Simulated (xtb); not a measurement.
Input file for xtb: GFN2-xTB on CH9AlN2 (a complex), monomers drawn apart or pushed together.

```
$ xtb mol.xyz --gfn 2 --sp --chrg 0 --uhf 0
13

C     -0.50060950    -0.40744734     1.56201586
N     -0.35294685     0.28769917     0.29149530
Al     0.81695944    -0.00879326    -1.00557997
H     -0.35640435     0.25774005     2.41985788
H      0.24624773    -1.20005822     1.63602003
H     -1.48544535    -0.87618195     1.66539196
H     -1.03470934     1.02621013     0.18673627
H      0.73648686     0.91151431    -2.28393564
H      1.86112229    -1.17196098    -0.79044003
N     -0.19441262     0.25105924     7.86012568
H      0.31964739    -0.46683528     7.36249010
H     -1.16012624     0.19402200     7.55779981
H      0.16608584     1.14735235     7.55326059
```

It printed:

```
[...]
           -------------------------------------------------
          |                Calculation Setup                |
           -------------------------------------------------



molecular fragmentation (1/2 indicates fragments):
1111111112222
# atoms in fragment 1/2:     9     4
 fragment masses (1/2) :       59.05       17.03
CMA distance (Bohr)    :  14.804
constraining FC (au)   :  0.0500

           -------------------------------------------------
          |                 G F N 2 - x T B                 |
           -------------------------------------------------

        Reference                      10.1021/acs.jctc.8b01176
      * Hamiltonian:
        H0-scaling (s, p, d)           1.850000    2.230000    2.230000
        zeta-weighting                 0.500000
      * Dispersion:
        s8                             2.700000
        a1                             0.520000
        a2                             5.000000
        s9                             5.000000
      * Repulsion:
        kExp                           1.500000    1.000000
        rExp                           1.000000
      * Coulomb:
        alpha                          2.000000
        third order                    shell-resolved
        anisotropic                    true
        a3                             3.000000
        a5                             4.000000
        cn-shift                       1.200000
        cn-exp                         4.000000
        max-rad                        5.000000


          ...................................................
          :                      SETUP                      :
          :.................................................:
          :  # basis functions                  31          :
          :  # atomic orbitals                  30          :
          :  # shells                           18          :
          :  # electrons                        26          :
          :  max. iterations                   250          :
          :  Hamiltonian                  GFN2-xTB          :
          :  restarted?                      false          :
          :  GBSA solvation                  false          :
          :  PC potential                    false          :
          :  electronic temp.          300.0000000     K    :
          :  accuracy                    1.0000000          :
          :  -> integral cutoff          0.2500000E+02      :
          :  -> integral neglect         0.1000000E-07      :
          :  -> SCF convergence          0.1000000E-05 Eh   :
          :  -> wf. convergence          0.1000000E-03 e    :
          :  Broyden damping             0.4000000          :
          :  net charge                          0          :
          :  unpaired electrons                  0          :
          ...................................................

 iter      E             dE          RMSdq      gap      omega  full diag
   1    -13.6673597 -0.136674E+02  0.121E+01    2.62       0.0  T
   2    -13.7586788 -0.913192E-01  0.771E+00    3.78       1.0  T
   3    -13.7757283 -0.170495E-01  0.457E+00    3.57       1.0  T
   4    -13.7838999 -0.817163E-02  0.726E-01    4.14       1.0  T
   5    -13.7857830 -0.188311E-02  0.481E-01    4.21       1.0  T
   6    -13.7860424 -0.259413E-03  0.105E-01    4.09       1.0  T
   7    -13.7860751 -0.326056E-04  0.333E-02    4.09       1.0  T
   8    -13.7860751 -0.459586E-07  0.146E-02    4.09       1.9  T
   9    -13.7860754 -0.341996E-06  0.261E-03    4.09      10.6  T
  10    -13.7860754  0.390510E-08  0.185E-03    4.09      15.0  T
  11    -13.7860754 -0.635506E-08  0.415E-04    4.09      66.9  T
  12    -13.7860754 -0.566303E-10  0.774E-05    4.09     358.4  T

   *** convergence criteria satisfied after 12 iterations ***

         #    Occupation            Energy/Eh            Energy/eV
      -------------------------------------------------------------
         1        2.0000           -0.6252009             -17.0126
       ...           ...                  ...                  ...
         7        2.0000           -0.5023095             -13.6685
         8        2.0000           -0.4996688             -13.5967
         9        2.0000           -0.4667342             -12.7005
        10        2.0000           -0.4193301             -11.4106
        11        2.0000           -0.4045388             -11.0081
        12        2.0000           -0.3881740             -10.5628
        13        2.0000           -0.3695218             -10.0552 (HOMO)
        14                         -0.2191178              -5.9625 (LUMO)
        15                         -0.1896331              -5.1602
        16                         -0.1711552              -4.6574
        17                         -0.1280139              -3.4834
        18                         -0.1051962              -2.8625
       ...                                ...                  ...
        30                          0.9009341              24.5157
      -------------------------------------------------------------
                  HL-Gap            0.1504040 Eh            4.0927 eV
             Fermi-level           -0.2943198 Eh           -8.0088 eV

 SCC (total)                   0 d,  0 h,  0 min,  0.006 sec
 SCC setup                      ...        0 min,  0.000 sec (  1.630%)
 Dispersion                     ...        0 min,  0.000 sec (  0.975%)
 classical contributions        ...        0 min,  0.000 sec (  0.387%)
 integral evaluation            ...        0 min,  0.001 sec ( 14.588%)
 iterations                     ...        0 min,  0.003 sec ( 49.543%)
 molecular gradient             ...        0 min,  0.002 sec ( 31.159%)
 printout                       ...        0 min,  0.000 sec (  1.579%)

         :::::::::::::::::::::::::::::::::::::::::::::::::::::
         ::                     SUMMARY                     ::
         :::::::::::::::::::::::::::::::::::::::::::::::::::::
         :: total energy             -13.624979284741 Eh    ::
         :: gradient norm              0.017415911448 Eh/a0 ::
         :: HOMO-LUMO gap              4.092701334345 eV    ::
         ::.................................................::
         :: SCC energy               -13.786074132658 Eh    ::
         :: -> isotropic ES            0.050515867286 Eh    ::
         :: -> anisotropic ES          0.009574036947 Eh    ::
         :: -> anisotropic XC          0.004933553105 Eh    ::
         :: -> dispersion             -0.004037519921 Eh    ::
         :: repulsion energy           0.161094847917 Eh    ::
         :: add. restraining           0.000000000000 Eh    ::
         :: total charge              -0.000000000000 e     ::
         :::::::::::::::::::::::::::::::::::::::::::::::::::::

           -------------------------------------------------
          |                Property Printout                |
           -------------------------------------------------

    * Orbital Energies and Occupations

         #    Occupation            Energy/Eh            Energy/eV
      -------------------------------------------------------------
         1        2.0000           -0.6252009             -17.0126
         2        2.0000           -0.5966374             -16.2353
         3        2.0000           -0.5752834             -15.6543
         4        2.0000           -0.5253039             -14.2942
         5        2.0000           -0.5075401             -13.8109
         6        2.0000           -0.5024492             -13.6723
         7        2.0000           -0.5023095             -13.6685
         8        2.0000           -0.4996688             -13.5967
         9        2.0000           -0.4667342             -12.7005
        10        2.0000           -0.4193301             -11.4106
        11        2.0000           -0.4045388             -11.0081
        12        2.0000           -0.3881740             -10.5628
        13        2.0000           -0.3695218             -10.0552 (HOMO)
        14                         -0.2191178              -5.9625 (LUMO)
        15                         -0.1896331              -5.1602
        16                         -0.1711552              -4.6574
        17                         -0.1280139              -3.4834
        18                         -0.1051962              -2.8625
        19                         -0.0257896              -0.7018
        20                          0.0622490               1.6939
        21                          0.0854951               2.3264
        22                          0.1463396               3.9821
        23                          0.1772200               4.8224
        24                          0.2050918               5.5808
       ...                                ...                  ...
        30                          0.9009341              24.5157
      -------------------------------------------------------------
                  HL-Gap            0.1504040 Eh            4.0927 eV
             Fermi-level           -0.2943198 Eh           -8.0088 eV

     #   Z          covCN         q      C6AA      α(0)
     1   6 C        3.715    -0.019    21.038     6.553
     2   7 N        2.551    -0.337    28.697     7.956
     3  13 Al       2.570     0.370    94.443    19.889
     4   1 H        0.924     0.029     2.601     2.522
     5   1 H        0.924     0.052     2.293     2.368
     6   1 H        0.924     0.030     2.581     2.513
     7   1 H        0.863     0.168     1.284     1.775
     8   1 H        0.874    -0.152     7.841     4.384
     9   1 H        0.874    -0.142     7.311     4.234
    10   7 N        2.580    -0.428    31.180     8.293
    11   1 H        0.860     0.143     1.450     1.887
    12   1 H        0.860     0.143     1.453     1.888
    13   1 H        0.860     0.143     1.453     1.888

 Mol. C6AA /au·bohr⁶  :       1582.390391
 Mol. C8AA /au·bohr⁸  :      48385.656567
 Mol. α(0) /au        :         66.149049


Wiberg/Mayer (AO) data.
largest (>0.10) Wiberg bond orders for each atom

 ---------------------------------------------------------------------------
     #   Z sym  total        # sym  WBO       # sym  WBO       # sym  WBO
 ---------------------------------------------------------------------------
     1   6 C    3.984 --     2 N    1.006     6 H    0.979     4 H    0.979
                             5 H    0.975
     2   7 N    3.294 --     3 Al   1.293     1 C    1.006     7 H    0.912
     3  13 Al   3.196 --     2 N    1.293     9 H    0.894     8 H    0.890
     4   1 H    0.999 --     1 C    0.979
     5   1 H    0.997 --     1 C    0.975
     6   1 H    0.999 --     1 C    0.979
     7   1 H    0.972 --     2 N    0.912
     8   1 H    0.977 --     3 Al   0.890
     9   1 H    0.980 --     3 Al   0.894
    10   7 N    2.937 --    13 H    0.979    12 H    0.979    11 H    0.979
    11   1 H    0.980 --    10 N    0.979
    12   1 H    0.980 --    10 N    0.979
    13   1 H    0.980 --    10 N    0.979
 ---------------------------------------------------------------------------

Topologies differ in total number of bonds
Writing topology from bond orders to xtbtopo.mol

molecular dipole:
                 x           y           z       tot (Debye)
 q only:       -0.329       0.080       0.074
   full:       -0.429       0.182      -0.322       1.440
molecular quadrupole (traceless):
                xx          xy          yy          xz          yz          zz
 q only:        4.701       0.386       4.955       0.094       0.991      -9.655
  q+dip:       11.210      -0.829      11.151      -0.980       1.734     -22.361
   full:       11.698       2.059      11.356       0.170       3.601     -23.054


           -------------------------------------------------
Note: The following floating-point exceptions are signalling: IEEE_UNDERFLOW_FLAG IEEE_DENORMAL
normal termination of xtb
          | TOTAL ENERGY              -13.624979284741 Eh   |
          | GRADIENT NORM               0.017415911448 Eh/α |
          | HOMO-LUMO GAP               4.092701334345 eV   |
           -------------------------------------------------

------------------------------------------------------------------------
------------------------------------------------------------------------
 total:
 SCF:
```

The run finished.

Cost: roughly 0.03 core-seconds.
